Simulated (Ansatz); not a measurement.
Total energies of `Cl[Si](Cl)(Cl)I`.

```xyz
5

Cl    1.5433   -1.3152   -0.3040
Si    0.0222    0.0025   -0.0614
Cl    0.6964    1.8680   -0.4794
Cl   -1.4643   -0.4644   -1.3580
I    -0.7976   -0.0908    2.2028
```

Charge 0, multiplicity 1. Correlated methods include outer-core shells of I, which these sets cover unevenly. I takes the def2 core potential. Geometry: relaxed with PBE0-D4/def2-TZVP. Basis def2-TZVPP, Ansatz 0.2.0.

RPA on PBE orbitals: Hartree–Fock energy of these orbitals -1964.28192 Eh, correlation -1.70717 Eh (frozen core).

```
functional  energy without D4 (Eh)  D4 term (kJ/mol)
    revPBE             -1967.77414             -66.5
      BLYP             -1967.98000             -62.2
```

Problem. Give the same for LDA (SPW92), PBE, r2SCAN, B97M-V, PBE0, B3LYP, r2SCANh, r2SCAN0, HSE06 (plane-wave form), BHLYP, CAM-B3LYP, LC-ωPBE, ωB97X-V, ωB97M-V, B2PLYP, PBE-QIDH. (Estimate.)

Solution. Ansatz gave: 
```csv
functional,energy without D4 (Eh),D4 term (kJ/mol)
LDA (SPW92),-1962.04086,–
PBE,-1967.33182,-29.3
r2SCAN,-1968.05913,-6.2
B97M-V,-1967.61011,–
PBE0,-1967.49617,-25.4
B3LYP,-1968.20208,-49.0
r2SCANh,-1968.04337,-7.0
r2SCAN0,-1968.02081,-8.0
HSE06 (plane-wave form),-1967.46558,-24.3
BHLYP,-1968.00401,-46.0
CAM-B3LYP,-1968.10081,-26.9
LC-ωPBE,-1967.61855,–
ωB97X-V,-1967.79219,–
ωB97M-V,-1967.96182,–
B2PLYP,-1967.37982,–
PBE-QIDH,-1967.01316,–
```

B3LYP takes the VWN-RPA correlation (the form of Gaussian; ORCA's B3LYP/G). HSE06 is the plane-wave form, built on full-range PBE exchange. The double hybrids freeze the cores in their second-order part.

LC-ωPBE has ω = 0.4 bohr⁻¹.
